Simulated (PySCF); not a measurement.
**[Tb(SH)4]− at several levels of theory**

Computed with PySCF 2.14.0 (density fitting, no spin-orbit coupling) at the geometry relaxed with PBE0:

```xyz
9
[Tb(SH)4]− (singlet in the valence; each metal's 4f electrons, 8 of them, lie in its core potential, out of spins and levels)
Tb    0.0000    0.0000    0.0000
S     1.4468    1.5952    1.5678
H     1.8335    0.5111    2.2834
S    -1.4468   -1.5952    1.5678
H    -1.8335   -0.5111    2.2834
S     1.5953   -1.4468   -1.5678
H     0.5114   -1.8335   -2.2833
S    -1.5953    1.4468   -1.5678
H    -0.5114    1.8335   -2.2833
```

```csv
level,basis,state,HOMO (eV),gap (eV),charge on Tb1 (e),population of f-type functions on Tb1 (polarisation alone where 4f lies in the core),dipole about the centre of mass (D),largest force component (eV/Å)
PBE0,"Tb lcecp-1-SVP with ECP54, S def2-SVP, H def2-SVP",singlet,-3.08,6.05,0.57,0.03,0.00,0.01
M06-L,the same,singlet,-2.11,4.90,0.82,0.03,0.00,0.17
```

In the lcecp rows the 4f levels are missing from HOMO and gap, and the state counts the valence alone.

Charges are Mulliken's, which hang on the basis. The relaxation used the grid (50, 194), these runs (75, 302) or, all-electron (x2c bases, spin-free X2C Hamiltonian), (99, 590).

Q: What does r2SCAN with Tb lcecp-1-SVP with ECP54, S def2-SVP, H def2-SVP give here?

A: state singlet, HOMO (eV) -2.20, gap (eV) 4.89, charge on Tb1 (e) 0.58, population of f-type functions on Tb1 (polarisation alone where 4f lies in the core) 0.03, dipole about the centre of mass (D) 0.00, largest force component (eV/Å) 0.05. Time: 13 s on 2 threads of Arm Neoverse V2 (shared host), from an already converged density.

In the first row's basis the gap widens with exact exchange: 4.9 eV for r2SCAN, M06-L (none); 6.1 eV for PBE0 (a fixed share).

An lcecp potential fixes the number of 4f electrons, so in runs with it no electron can move into or out of that shell.
